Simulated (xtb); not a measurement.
BI3, SMILES B(I)(I)I. All values are semi-empirical tight-binding results from xtb (GFN2-xTB unless named), good for trends rather than for accurate numbers. Geometry optimised at GFN2-xTB. The isomer is the one that the SMILES or the coordinates give; other isomers of the formula were not compared.

Optimised geometry:

Bonded distances (Å): B1–I2 2.108, B1–I3 2.108, B1–I4 2.108. Angles (°): I2–B1–I3 120.0, I2–B1–I4 120.0, I3–B1–I4 120.0.
Charge 0, spin multiplicity 1.

**Question.** Estimate the properties. (The exact figures need the calculation; the answer reports its results.)

**Answer.** 
```json
{
 "point_group_as_xtb_finds_it": "D3h",
 "orbital_gap": "3.42 eV",
 "zero_point_energy": "3.1 kcal/mol",
 "G − E(el) at 298.15 K (modified RRHO)": "-17.7 kcal/mol",
 "static polarisability (D4 model)": "107.9 bohr³",
 "solvation energy, GFN2-xTB/ALPB(water)": "-4.3 kcal/mol",
 "solvation energy, GFN2-xTB/ALPB(chcl3)": "-11.8 kcal/mol"
}
```

**Question.** Give the atomic charges and the Wiberg bond orders between heavy atoms. (The exact figures need the calculation; the answer reports its results.)

**Answer.** charges (e) B1 0.36, I2 -0.12, I3 -0.12, I4 -0.12. Bond orders B1–I2 1.16, B1–I3 1.16, B1–I4 1.16.
